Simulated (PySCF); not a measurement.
GeH6N2.

```xyz
9

Ge    -0.0374     0.3379     0.0772
N      1.5860    -0.3657    -0.4283
N     -1.3354    -0.9767     0.1870
H      0.0651     0.9050     1.5060
H     -0.3216     1.4578    -0.9558
H      1.8122    -1.2551     0.0146
H      1.7080    -0.4645    -1.4343
H     -2.1227    -0.7471     0.7917
H     -1.6994    -1.3130    -0.7030
```

Geometry optimised at B3LYP-D3(BJ)/def2-SVP. Other conformers were not sampled.

Method: PySCF with KT2/pcSseg-1. Non-relativistic, no solvent.

Problem. Give the absolute GIAO shielding of each atom: isotropic value and principal components (ppm). (Estimate from the structure and the level; the computed values follow.)

Solution. 
| atom | σ(iso) | σ11 | σ22 | σ33 | span |
|---|---|---|---|---|---|
| Ge1 | 1359.5 | 1199.2 | 1394.6 | 1484.9 | 285.7 |
| N2 | 239.9 | 212.2 | 241.6 | 266.0 | 53.7 |
| N3 | 237.2 | 200.5 | 248.8 | 262.3 | 61.8 |
| H4 | 26.3 | 19.7 | 21.9 | 37.2 | 17.5 |
| H5 | 25.7 | 19.1 | 21.3 | 36.6 | 17.5 |
| H6 | 31.1 | 23.8 | 27.1 | 42.4 | 18.6 |
| H7 | 30.7 | 23.8 | 26.6 | 41.6 | 17.8 |
| H8 | 31.0 | 23.6 | 26.8 | 42.8 | 19.2 |
| H9 | 31.2 | 24.4 | 27.3 | 42.0 | 17.7 |
